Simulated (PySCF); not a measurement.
This PySCF input asks for the NMR shieldings of SMILES C1=C(C2CCC2)S[SiH2]1, C₆H₁₀SSi; the geometry comes from GFN2-xTB.

```python
import basis_set_exchange as bse
import numpy as np
from pyscf import gto, dft
from pyscf.prop import nmr

atoms = """
C     2.075370    0.114627   -1.021734
C     0.908217    0.161401   -0.348977
C    -0.372678   -0.519397   -0.611155
C    -1.057134   -1.221083    0.582801
C    -2.387168   -0.562280    0.196619
C    -1.621558    0.383425   -0.736495
S     1.106389    1.272495    1.025931
Si    3.077494    1.288040    0.025835
H     2.254492   -0.473767   -1.905862
H    -0.257162   -1.184497   -1.471400
H    -1.027459   -2.308532    0.573585
H    -0.671696   -0.853827    1.531756
H    -3.049476   -1.237743   -0.341466
H    -2.940471   -0.090714    1.005118
H    -1.451143    1.360656   -0.289379
H    -2.014976    0.508580   -1.742824
H     4.074329    0.742809    0.932558
H     3.345873    2.626123   -0.475605
"""
names = dict.fromkeys(["C", "S", "Si", "H"], "pcSseg-1")
basis = {el: gto.basis.parse(bse.get_basis(n, elements=[el], fmt="nwchem")) for el, n in names.items()}
mol = gto.M(atom=atoms, basis=basis, charge=0, verbose=0)
mf = dft.RKS(mol, xc="PBE0")
mf.grids.level = 2
mf.grids.alignment = dft.numint.BLKSIZE   # the property module wants whole blocks of grid points
mf.conv_tol = 1e-9
mf.kernel()

calc = nmr.RKS(mf)   # GIAO
C = mf.mo_coeff
Co = C[:, mf.mo_occ > 0]
resp = mf.gen_response(singlet=True, hermi=2)
def vind(x):   # induced exchange potential for any number of trial vectors
    d = np.einsum("pi,xij,qj->xpq", C, 2 * x.reshape(-1, C.shape[1], Co.shape[1]), Co, optimize=True)
    return np.einsum("xpq,pi,qj->xij", resp(d - d.transpose(0, 2, 1)), C, Co, optimize=True).ravel()
mo1, _ = nmr.rhf.solve_mo1(calc, with_cphf=vind)
sigma = calc.kernel(mo1)
for i, s in enumerate(sigma):   # ppm
    print("%2d %-2s %9.2f" % (i, mol.atom_pure_symbol(i), np.trace(s) / 3))
```

Problem. What are the results?

Solution. 
```
 0 C      72.35
 1 C      -2.07
 2 C     142.43
 3 C     160.65
 4 C     169.60
 5 C     160.12
 6 S     570.42
 7 Si    391.75
 8 H      26.55
 9 H      28.44
10 H      29.64
11 H      28.99
12 H      29.76
13 H      29.91
14 H      29.01
15 H      29.63
16 H      26.49
17 H      26.49
```

These numbers come from an equivalent density-fitted implementation of the same equations, which agrees with the script to about 0.01 ppm for H and up to a few tenths of a ppm for heavy atoms, so last digits may differ.

Problem. Turn these shieldings into chemical shifts. δ = σ(ref) − σ, references computed at the same level: TMS for ¹³C (σ = 186.93 ppm), ²⁹Si (σ = 349.16 ppm), ¹H (σ = 31.72 ppm); ³³S (σ = 503.73 ppm) vs CS2.

Solution. Averaging equivalent atoms: C 1: 189.0; C 0: 114.6; C 2: 44.5; C 3/5: 26.5; C 4: 17.3; S 6: -67; Si 7: -42.6; H 16/17: 5.23; H 8: 5.17; H 9: 3.27; H 11/14: 2.72; H 10/15: 2.08; H 12: 1.95; H 13: 1.81 ppm. 

Size and cost of the density-fitted run: 200 basis functions, 82 s wall time on 1 thread of an Arm Neoverse N1, shared host; peak memory 0.9 GiB.
